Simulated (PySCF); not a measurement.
**How methods differ on the excitation energy of Xe**

Xe [Xe] (1S) → Xe [Kr] 4d10 5s1 5p6 6s1 (3S), as a difference of total energies. Calculation: PySCF 2.14, in aug-cc-pwCVTZ-DK3 with one added diffuse shell each of s, p, d, f type (11s10p8d5f1g, 125 functions); scalar relativity by spin-free X2C-1e. Correlated levels: valence: [Kr] 4d10 frozen; valence and next inner shell: [Ar] 3d10 frozen. The calculations carry no spin-orbit coupling.

| method | excitation energy (eV) |
| --- | --- |
| UHF | 22.939 |
| LDA | 20.667 |
| PBE | 20.517 |
| PBE0 | 21.364 |
| r2SCAN | 21.244 |
| wB97M-V | 21.662 |
| BHandHLYP | 22.062 |
| wB97X | 21.846 |
| MP2 (valence) | 20.371 |
| SCS-MP2 (valence) | 19.936 |
| MP2 (valence and next inner shell) | 19.842 |
| SCS-MP2 (valence and next inner shell) | 19.472 |

Question: How much does correlation contribute at MP2 (valence and next inner shell)?

Answer: 19.842 − (22.939) = -3.097 eV, measured against UHF.

The upper state lies above the first ionisation limit, where it may autoionise and the basis confines it. A Rydberg-like electron needs more diffuse functions than a valence basis has.

The promoted electron is Rydberg-like, and one or two diffuse shells describe it only roughly, which tends to raise the upper state.
